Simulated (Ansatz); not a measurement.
Computed with Ansatz on PBE0-D4/def2-TZVP structures; ΔE is electronic, products minus reactants. CBS: MP2 limit from def2 TZ/QZ plus the TZ coupled-cluster correction, frozen cores. DFT in def2-TZVPP. B3LYP here is the variant with VWN-RPA as its local correlation; programs differ in this. One conformer a species, not always the lowest.

`CN([SiH3])B[SiH3]` + `C=C[SiH2]O` → `C=C[SiH2]O[SiH3]` + `CNB[SiH3]`  (ligand exchange at the Si–N bond)

Question: Is it downhill or uphill in electronic energy at CCSD(T)/CBS, and by how much? (Estimate.)

Answer: Ansatz gave: Downhill: ΔE = -77.0 kJ/mol.

Question: What do these levels give: B3LYP-D4, ωB97X-V, B2PLYP, PBE, r2SCAN, PBE0, HF/def2-TZVPP, MP2/def2-TZVPP, SCS-MP2/def2-TZVPP, CCSD/def2-TZVPP, SCS-MP2/def2-QZVPP, CCSD/CBS(def2)? (Estimate.)

Answer: Ansatz gave: B3LYP-D4 -81.5, ωB97X-V -78.7, B2PLYP -83.8, PBE -74.7, r2SCAN -79.8, PBE0 -77.8, HF/def2-TZVPP -100.3, MP2/def2-TZVPP -74.7, SCS-MP2/def2-TZVPP -79.7, CCSD/def2-TZVPP -80.1, SCS-MP2/def2-QZVPP -80.7, CCSD/CBS(def2) -80.9 kJ/mol.

Largest T1 diagnostic among the species: 0.014.

In def2-TZVPP, CCSD(T) changes the Hartree–Fock value by +24.0 kJ/mol (the triples alone add +3.9 kJ/mol) and MP2 by +25.6 kJ/mol. From PBE to PBE0 (25 % exact exchange), in def2-TZVPP and without D4, ΔE moves by −3.1 kJ/mol.
